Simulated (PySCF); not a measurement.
BH₃N, multiplicity 2. Atoms are numbered in the order given.

```xyz
5

B      0.2175     0.8270     0.0000
N     -0.0298    -0.5245     0.0000
H     -0.6204     1.6794     0.0000
H     -0.9581    -0.9245     0.0000
H      0.6995    -1.2185     0.0000
```
Charge 0, spin multiplicity 2.

Geometry optimised at PBE0-D3(BJ)/def2-TZVP. The isomer is the one that the SMILES or the coordinates give; other isomers of the formula were not compared.

The numbers are results of B3LYP/def2-TZVPD (PySCF), not measurements.

Mulliken values depend strongly on the basis, most of all with diffuse functions as here. Atomic charges (e):

```tsv
atom	Mulliken	meta-Löwdin	Mulliken spin
B1	-0.16	-0.07	0.87
N2	-0.21	-0.42	0.02
H3	-0.04	0.01	0.06
H4	0.21	0.24	0.05
H5	0.20	0.25	0.01
```
